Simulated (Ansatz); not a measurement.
Input for Ansatz (an electronic-structure program): R-CCSD(T)/aug-cc-pV(T+d)Z on N2 (SMILES N#N) with ghost functions, monomers drawn apart or pushed together. Files ending in .json are basis or fitting sets from the Basis Set Exchange.

Ansatz 0.2 input:
```yaml
crystal:
  periodic: [false, false, false]
  atoms:
    - {symbol: N, position_ang: [-0.47407844, 0.52883597, -0.25862598]}
    - {symbol: N, position_ang: [0.54419226, 0.13944552, -0.29480866]}
basis:
  gaussian:
    orbitals: aug-cc-pV_T+d_Z.json
    ghost_atoms:
      - {symbol: P, position_ang: [0.23027388, -0.39851701, 5.02934599]}
      - {symbol: H, position_ang: [-0.75577291, -1.01479617, 4.21671711]}
      - {symbol: H, position_ang: [0.02474092, 0.88068868, 4.45155322]}
      - {symbol: H, position_ang: [1.28527366, -0.72250477, 4.13811152]}
magnetization: {spin_polarized: false}
correlation: {method: ccsd_t, electrons: outside_noble_gas}
scf: {lower_state_search: off}
```

Program output:

```
Functional definition: HF
[...]
these checks for a lower state are left out or cut short: stability, starts, cluster_reference, orbital_swaps, neighbouring_geometries, increment
integrals: 1.00 GiB planned
1230 factors; integrals over basis functions are off by at most 8.8e-4 eV
mean field: 0.46 GiB planned
mean field evaluation 1: about -2965.3205 eV, gradient 1.1e1 eV
mean field evaluation 2: about -2965.3350 eV, gradient 1.1e1 eV
mean field evaluation 4: about -2965.6572 eV, gradient 6.0e-1 eV
mean field evaluation 8: about -2965.6581 eV, gradient 2.8e-4 eV
mean field -2965.65805356 eV, -108.9859232733 hartree, gradient 2.9e-6 eV, S^2 0.000000; 0 other end points of the search recorded, 0 dependent functions left out
2 core orbitals not correlated
reference -2965.65805356 eV, -108.9859232733 hartree; 5, 5 occupied and 209, 209 virtual orbitals, 1230 factors
second order -10.27549257 eV of doubles, -0.00000000 eV of singles
coupled cluster: 1.14 GiB planned
cycle   1  -9.79777354 eV  change    4.8e-1 eV  update   8.1e-2
cycle   2  -10.15373265 eV  change   -3.6e-1 eV  update   2.5e-2
cycle   3  -10.21629367 eV  change   -6.3e-2 eV  update   9.9e-3
cycle   4  -10.21830973 eV  change   -2.0e-3 eV  update   2.3e-3
cycle   5  -10.22047603 eV  change   -2.2e-3 eV  update   6.3e-4
cycle   6  -10.22050133 eV  change   -2.5e-5 eV  update   1.3e-4
cycle   7  -10.22056971 eV  change   -6.8e-5 eV  update   2.8e-5
cycle   8  -10.22058031 eV  change   -1.1e-5 eV  update   7.1e-6
perturbative correction -0.51445599 eV, -0.0189059090 hartree
Total energy: -2976.39308987 eV, -109.3804285810 hartree
Checks for a lower state left out: stability, starts, cluster_reference, orbital_swaps, neighbouring_geometries, increment
```

Self-consistency was reached.

Cost: very roughly 2.8 core-minutes.
